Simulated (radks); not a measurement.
Results of a calculation; reference values are marked as such.
Coherent X-ray form factor from a spherical all-electron density. Level of theory: non-relativistic Kohn-Sham, OLYP, spin-polarised, spherical densities, point nucleus (a radial shooting solver on a logarithmic mesh with Libxc functionals).

sin(theta)/lambda (1/angstrom)  f0 (electrons)
0.05                                    19.701
0.1                                     18.862
0.15                                    17.634
0.2                                     16.195
0.25                                    14.703
0.3                                     13.272
0.4                                     10.850
0.5                                      9.124
0.6                                      7.981
0.8                                      6.652
1                                        5.722
1.25                                     4.621
1.5                                      3.626
2                                        2.268

The species is in the configuration that NIST lists as its ground one. Which atom or ion scatters so?

Answer. The titanium ion Ti2+, [Ar] 3d2. Extrapolating in s^2 from the first two rows gives f0(0) = 20.0, near the electron count 20; among species with that count, the fall with angle is slower the higher Z, and the table is that of Z = 22; from so few rows the species is fixed only to a neighbour or two.
